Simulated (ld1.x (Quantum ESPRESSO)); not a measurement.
Transferability test, RRKJ potential for carbon

ld1.x (Quantum ESPRESSO) 7.5 input, shortened:

```
&input
   title='C', zed=6., rel=0, dft='PBESOL', iswitch=3,
   config='[He] 2s2 2p1'
 /
 &inputp
   pseudotype=2, tm=.false., lloc=-1, rcloc=1.00,
   nlcc=.false.
 /
2
2S  1  0   2.00   0.00  1.00  1.00  0.0
2P  2  1   1.00   0.00  1.50  1.50  0.0
 &test
   configts(1)='2s2 2p1'
 /
```

Energies are relative to the spin-unpolarised reference configuration 2s2 2p1; without spin polarisation the order of configurations can differ from experiment.

Task: Give the all-electron excitation energy and the error of the potential for: 2s2 2p2; 2s2 2p0; 2s1 2p0; 2s1 2p3; 2s2 2p2.3; 2s1 2p2; 2s0 2p4.

Result:

| valence configuration | charge | ΔE all-electron (eV) | error AE − PS (meV) |
| --- | --- | --- | --- |
| 2s2 2p2 | 0 | -10.792 | +11 |
| 2s2 2p0 | +2 | 24.022 | +68 |
| 2s1 2p0 | +3 | 71.965 | +239 |
| 2s1 2p3 | 0 | -2.381 | +27 |
| 2s2 2p2.3 | -0.3 | -11.937 | +13 |
| 2s1 2p2 | +1 | 8.696 | +5.9 |
| 2s0 2p4 | 0 | 6.050 | +50 |
